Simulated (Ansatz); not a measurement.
`O[Si](O)(O)F` + `F[SiH2]BC[SiH3]` → `O[Si](O)(F)[SiH2]F` + `OBC[SiH3]`  (redistribution)

Gas-phase electronic energies from Ansatz, PBE0-D4/def2-TZVP geometries. CCSD(T)/CBS is the MP2 limit (def2-TZVPP, def2-QZVPP) plus CCSD(T) − MP2 in def2-TZVPP, frozen cores. DFT in def2-TZVPP. One conformer a species, not always the lowest.

```
        level  ΔE (eV)
       B2PLYP    -0.31
HF/def2-QZVPP    -0.18
```

Q: What does CCSD(T)/CBS give? (An estimate is asked.)

A: Ansatz gave: -0.24 eV. The listed levels differ from it by -0.07, 0.06 eV.

Largest T1 diagnostic among the species: 0.012.

From PBE to PBE0 (25 % exact exchange), in def2-TZVPP and without D4, ΔE moves by +0.09 eV. In def2-TZVPP, CCSD(T) changes the Hartree–Fock value by −0.05 eV (the triples alone add −0.02 eV) and MP2 by −0.05 eV.
